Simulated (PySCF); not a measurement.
H9N3Si3, triplet, at the geometry of the source list (a higher spin typed on purpose: for a closed-shell molecule this is an excited state); PySCF with DF-HF/cc-pVDZ.

PySCF was given this input:
```python
from pyscf import gto, scf

mol = gto.M(
    atom='''
Si    1.669100   -0.434200   -0.530100
N     0.512000   -1.521400    0.146900
Si   -1.176600   -1.299400    0.428700
N    -1.441100    0.397000    0.603000
Si   -0.531500    1.723900   -0.021900
N     1.085500    1.165200   -0.249500
H     1.839600   -0.683200   -1.975100
H     2.940000   -0.600000    0.186000
H     0.821200   -2.476200    0.200700
H    -1.970600   -1.840900   -0.691100
H    -1.529800   -1.958400    1.692000
H    -2.349600    0.643400    0.956600
H    -0.519100    2.794500    0.982000
H    -1.105400    2.198500   -1.295700
H     1.756300    1.891300   -0.432500
''',
    basis='cc-pvdz',
    charge=0,
    spin=2,
    verbose=4,
)

mf = scf.UHF(mol)
mf = mf.density_fit(auxbasis='def2-universal-jkfit')
mf.kernel()
```

**Question.** Predict the main parts of the log of this PySCF run.

**Answer.** 
```
PySCF version 2.14.0

[INPUT] verbose = 4
[INPUT] num. atoms = 15
[INPUT] num. electrons = 72
[INPUT] charge = 0
[INPUT] spin (= nelec alpha-beta = 2S) = 2
[INPUT] symmetry False subgroup None
[INPUT] Mole.unit = angstrom
[INPUT] Symbol           X                Y                Z      unit          X                Y                Z       unit  Magmom
[...]
nuclear repulsion = 474.033508813322
number of shells = 57
number of NR pGTOs = 264
number of NR cGTOs = 141
basis = cc-pvdz
ecp = {}

******** <class 'pyscf.df.df_jk.DFUHF'> ********
method = DFUHF
initial guess = minao
damping factor = 0
level_shift factor = 0
DIIS = <class 'pyscf.scf.diis.CDIIS'>
diis_start_cycle = 1
diis_space = 8
diis_damp = 0
SCF conv_tol = 1e-09
SCF conv_tol_grad = None
SCF max_cycles = 50
direct_scf = False
number electrons alpha = 37  beta = 35
Set gradient conv threshold to 3.16228e-05
******** <class 'pyscf.df.df.DF'> ********
auxbasis = def2-universal-jkfit
init E= -1036.33488257754

cycle= 1 E= -1035.13214857834  delta_E=  1.2  |g|= 0.305  |ddm|= 3.04

cycle= 2 E= -1035.20217330381  delta_E= -0.07  |g|= 0.138  |ddm|= 0.511

cycle= 3 E= -1035.21789287767  delta_E= -0.0157  |g|= 0.0643  |ddm|= 0.321

cycle= 4 E= -1035.23419933494  delta_E= -0.0163  |g|= 0.0741  |ddm|= 0.285

cycle= 5 E= -1035.23515689859  delta_E= -0.000958  |g|= 0.0742  |ddm|= 0.0165

cycle= 6 E= -1035.21486306049  delta_E= 0.0203  |g|= 0.0436  |ddm|= 0.429

cycle= 7 E= -1035.20765922521  delta_E= 0.0072  |g|= 0.0347  |ddm|= 0.398

cycle= 8 E= -1035.20846491718  delta_E= -0.000806  |g|= 0.0273  |ddm|= 0.123

cycle= 9 E= -1035.20777461591  delta_E= 0.00069  |g|= 0.0272  |ddm|= 0.0502

cycle= 10 E= -1035.20650601107  delta_E= 0.00127  |g|= 0.0206  |ddm|= 0.156

cycle= 11 E= -1035.20734379516  delta_E= -0.000838  |g|= 0.0141  |ddm|= 0.126

cycle= 12 E= -1035.20730917783  delta_E= 3.46e-05  |g|= 0.00946  |ddm|= 0.114

cycle= 13 E= -1035.20720815642  delta_E= 0.000101  |g|= 0.00751  |ddm|= 0.0984

cycle= 14 E= -1035.2072060018  delta_E= 2.15e-06  |g|= 0.00246  |ddm|= 0.0507

cycle= 15 E= -1035.20721552507  delta_E= -9.52e-06  |g|= 0.00121  |ddm|= 0.0223

cycle= 16 E= -1035.20722015399  delta_E= -4.63e-06  |g|= 0.000795  |ddm|= 0.0176

cycle= 17 E= -1035.20722210773  delta_E= -1.95e-06  |g|= 0.000595  |ddm|= 0.00982

cycle= 18 E= -1035.20722433479  delta_E= -2.23e-06  |g|= 0.000589  |ddm|= 0.0129

cycle= 19 E= -1035.20722589865  delta_E= -1.56e-06  |g|= 0.000582  |ddm|= 0.00718

[...]

cycle= 22 E= -1035.20722396766  delta_E= 5.16e-07  |g|= 0.000477  |ddm|= 0.00552

cycle= 23 E= -1035.2072222372  delta_E= 1.73e-06  |g|= 0.000431  |ddm|= 0.00927

cycle= 24 E= -1035.20721877059  delta_E= 3.47e-06  |g|= 0.000426  |ddm|= 0.0214

cycle= 25 E= -1035.20721816588  delta_E= 6.05e-07  |g|= 0.00037  |ddm|= 0.00507

cycle= 26 E= -1035.20721597291  delta_E= 2.19e-06  |g|= 0.000321  |ddm|= 0.0172

cycle= 27 E= -1035.20721491291  delta_E= 1.06e-06  |g|= 0.000289  |ddm|= 0.0116

cycle= 28 E= -1035.20721359327  delta_E= 1.32e-06  |g|= 0.000243  |ddm|= 0.0172

cycle= 29 E= -1035.20721280406  delta_E= 7.89e-07  |g|= 0.000209  |ddm|= 0.0155

cycle= 30 E= -1035.20721210713  delta_E= 6.97e-07  |g|= 0.000185  |ddm|= 0.0227

cycle= 31 E= -1035.20721203027  delta_E= 7.69e-08  |g|= 0.000141  |ddm|= 0.00954

cycle= 32 E= -1035.20721208319  delta_E= -5.29e-08  |g|= 0.000106  |ddm|= 0.00374

cycle= 33 E= -1035.20721219796  delta_E= -1.15e-07  |g|= 9.34e-05  |ddm|= 0.00611

cycle= 34 E= -1035.20721239093  delta_E= -1.93e-07  |g|= 8.45e-05  |ddm|= 0.00659

cycle= 35 E= -1035.20721255401  delta_E= -1.63e-07  |g|= 7.77e-05  |ddm|= 0.00593

cycle= 36 E= -1035.2072127344  delta_E= -1.8e-07  |g|= 7.42e-05  |ddm|= 0.0076

cycle= 37 E= -1035.20721286288  delta_E= -1.28e-07  |g|= 7.45e-05  |ddm|= 0.00662

cycle= 38 E= -1035.20721292719  delta_E= -6.43e-08  |g|= 7.77e-05  |ddm|= 0.00359

cycle= 39 E= -1035.20721294495  delta_E= -1.78e-08  |g|= 7.69e-05  |ddm|= 0.00118

cycle= 40 E= -1035.20721298927  delta_E= -4.43e-08  |g|= 7.91e-05  |ddm|= 0.00335

cycle= 41 E= -1035.2072129667  delta_E= 2.26e-08  |g|= 7.54e-05  |ddm|= 0.00347

cycle= 42 E= -1035.20721295287  delta_E= 1.38e-08  |g|= 7.33e-05  |ddm|= 0.000807

cycle= 43 E= -1035.20721294738  delta_E= 5.49e-09  |g|= 7.24e-05  |ddm|= 0.00128

cycle= 44 E= -1035.20721297765  delta_E= -3.03e-08  |g|= 7.7e-05  |ddm|= 0.00193

cycle= 45 E= -1035.20721296352  delta_E= 1.41e-08  |g|= 7.53e-05  |ddm|= 0.00119

cycle= 46 E= -1035.20721301995  delta_E= -5.64e-08  |g|= 7.82e-05  |ddm|= 0.00434

cycle= 47 E= -1035.2072129415  delta_E= 7.85e-08  |g|= 8.13e-05  |ddm|= 0.00697

cycle= 48 E= -1035.20721299565  delta_E= -5.42e-08  |g|= 6.75e-05  |ddm|= 0.00593

cycle= 49 E= -1035.20721309109  delta_E= -9.54e-08  |g|= 5.84e-05  |ddm|= 0.0121

cycle= 50 E= -1035.20721308927  delta_E= 1.82e-09  |g|= 4.1e-05  |ddm|= 0.003
SCF not converged.
SCF energy = -1035.20721308927 after 50 cycles  <S^2> = 2.0279482  2S+1 = 3.0185746
```

The run did not converge; its last values are not results.
